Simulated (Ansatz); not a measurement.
Molecule: sum formula ZnHS, net charge 0, doublet state. The spin state was set by rule; other spins were not relaxed. 
Structure (B3LYP-D3(BJ)/def2-TZVP (Ansatz, a quantum-chemistry and plane-wave program) minimum search):
```
S
H 1 1.3462
Zn 1 2.2848 2 91.44
```
Charge 0, spin multiplicity 2.

Basis-set convergence of Hartree-Fock and MP2 correlation energies (hartree) with Ansatz. Cores are frozen in the correlated levels unless marked. UHF or UKS for open shells. Spin-orbit coupling is left out. The frozen core is the preceding noble-gas configuration, with the filled d and f shells of earlier blocks. Non-relativistic.

```
basis       functions        E(HF)  E(corr, MP2)
----------  ---------  -----------  ------------
def2-SVP           54  -2175.55318      -0.41188
def2-TZVPP        120          [?]           [?]
```

Problem. Fill in the missing entries.

Solution. 
- def2-TZVPP, E(HF): -2175.94228
- def2-TZVPP, E(corr, MP2): -0.65759
